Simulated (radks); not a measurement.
Results of a calculation; reference values are marked as such.
Initial-state core-level shifts of the praseodymium ion Pr2+ when its valence configuration changes from [Xe] 4f3. Code: a radial shooting solver on a logarithmic mesh with Libxc functionals. Model: scalar-relativistic Kohn-Sham, PBE, spin-unpolarised, spherical densities, point nucleus. Shifts are changes of the shell-averaged eigenvalues in eV (positive: less bound).

4f2.5 6p0.5: 1s -4.718; 4s -5.226; 4d -4.992; 5s -3.361
4f2 5d1: 1s -6.292; 4s -7.317; 4d -6.782; 5s -3.364
4f1 6s2: 1s -19.513; 4s -21.656; 4d -20.415; 5s -12.202
4f2 6s0.5 6p0.5: 1s -9.416; 4s -10.466; 4d -9.943; 5s -6.372
4f2 6p1: 1s -9.953; 4s -11.001; 4d -10.476; 5s -6.892
4f1 5d1 6p1: 1s -17.605; 4s -19.742; 4d -18.497; 5s -10.556
